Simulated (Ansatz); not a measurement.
Calculated with Ansatz (gas phase, PBE0-D4/def2-TZVP geometries, no zero-point term in ΔE). CCSD(T)/CBS is the MP2 limit (def2-TZVPP, def2-QZVPP) plus CCSD(T) − MP2 in def2-TZVPP, frozen cores. This one scheme is used for every species. Functionals use def2-TZVPP. def2 core potentials past Kr. For Te outer-core shells are correlated without core-valence functions, which leaves a few kJ/mol of doubt a bond. Each species was taken in one conformer, which may not be the lowest.

`CC[Te][SiH3]` + H₂ → `[SiH3][TeH]` + ethane  (hydrogenolysis of a Te–C bond)

| level | ΔE (kcal/mol) |
| --- | --- |
| CAM-B3LYP-D4 | -16.1 |
| BHLYP | -18.8 |
| CCSD(T)/def2-SVP | -18.0 |
| MP2/CBS(def2) | -9.7 |

Question: What does CCSD(T)/CBS give? (Best estimate.)

Answer: The calculation gave: -12.3 kcal/mol. The listed levels differ from it by -3.8, -6.5, -5.7, 2.6 kcal/mol.

Question: What do rigid-rotor, harmonic-oscillator terms from PBE0-D4/def2-TZVP frequencies (298.15 K, 1 bar) make of the CCSD(T)/CBS value? (An estimate is asked.)

Answer: The calculation gave: ΔZPE = +3.4 kcal/mol, ΔH = -10.0 kcal/mol, ΔS = 19 J/(mol·K), ΔG = -11.4 kcal/mol. Modes under 50 cm⁻¹ make the entropy rough.

Largest T1 diagnostic among the species: 0.011.

Leaving LDA and LC-ωPBE aside and taking each functional with its dispersion term where it has one, the values, not all of them listed here, spread over 5.3 kcal/mol, from B97M-V to revPBE-D4. At CCSD(T), def2-SVP lies −5.7 kcal/mol from the extrapolated value and def2-TZVPP −1.4 kcal/mol. The D4 term adds +3.5 kcal/mol with B3LYP and +1.9 kcal/mol with PBE0; it sums over pairs of atoms, weighted by their polarisabilities, and B3LYP, whose exchange is more repulsive, gets the larger term.

B3LYP here is the variant with VWN-RPA as its local correlation; programs differ in this.
